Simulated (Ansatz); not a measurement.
C5H11O3Si, doublet, geometry from GFN2-xTB; SVWN5/STO-3G (Ansatz, a program for electronic structure).

The Ansatz input:
Ansatz 0.2 input:
```yaml
crystal:
  periodic: [false, false, false]
  atoms:
    - {symbol: C, position_ang: [0.47476788, -2.15767807, -1.56865072]}
    - {symbol: O, position_ang: [0.80322753, -1.02794851, -0.92492147]}
    - {symbol: Si, position_ang: [0.02154072, -0.05661677, 0.12718505]}
    - {symbol: C, position_ang: [1.37571237, 1.10657994, 0.72739875]}
    - {symbol: C, position_ang: [2.53830538, 1.32150269, 0.13107463]}
    - {symbol: O, position_ang: [-0.64717686, -0.99982879, 1.26172933]}
    - {symbol: C, position_ang: [-1.57739484, -0.65372354, 2.25215674]}
    - {symbol: O, position_ang: [-1.24207203, 0.76191139, -0.51812243]}
    - {symbol: C, position_ang: [-1.23165743, 1.67283186, -1.58370268]}
    - {symbol: H, position_ang: [1.27888309, -2.64535900, -2.08605400]}
    - {symbol: H, position_ang: [-0.43987139, -2.66479993, -1.33060450]}
    - {symbol: H, position_ang: [1.16151296, 1.66261778, 1.63380699]}
    - {symbol: H, position_ang: [3.26901247, 2.01593753, 0.51732368]}
    - {symbol: H, position_ang: [2.80765437, 0.79738726, -0.77027418]}
    - {symbol: H, position_ang: [-2.00793395, -1.57817947, 2.63801828]}
    - {symbol: H, position_ang: [-2.36620977, -0.02398826, 1.83973178]}
    - {symbol: H, position_ang: [-1.08123893, -0.11888479, 3.06518723]}
    - {symbol: H, position_ang: [-2.25649335, 2.01185881, -1.73804020]}
    - {symbol: H, position_ang: [-0.86368693, 1.19698658, -2.49529489]}
    - {symbol: H, position_ang: [-0.59342822, 2.52890795, -1.35353480]}
basis:
  gaussian:
    orbitals: STO-3G
hamiltonian:
  xc: {name: SVWN5}
magnetization: {spin_polarized: true, initial_magnetization: 1}
```

It wrote (shortened):

```
Functional definition: SVWN5
824 factors; integrals over basis functions are off by at most 4.7e-5 eV
mean field evaluation 1: about -19010.6936 eV, gradient 2.1e1 eV
mean field evaluation 2: about -19009.0807 eV, gradient 2.7e1 eV
mean field evaluation 4: about -19013.3638 eV, gradient 2.0e0 eV
mean field evaluation 8: about -19013.1611 eV, gradient 6.4e-2 eV
mean field evaluation 16: about -19013.1611 eV, gradient 3.0e-5 eV
mean field -19013.16108967 eV, -698.7207824620 hartree, gradient 3.0e-5 eV, S^2 0.751404; 1 other end points of the search recorded, 0 dependent functions left out
reference -19013.16112450 eV, -698.7207837418 hartree; 40, 39 occupied and 20, 21 virtual orbitals, 824 factors
Total energy: -19013.16112450 eV, -698.7207837418 hartree
```
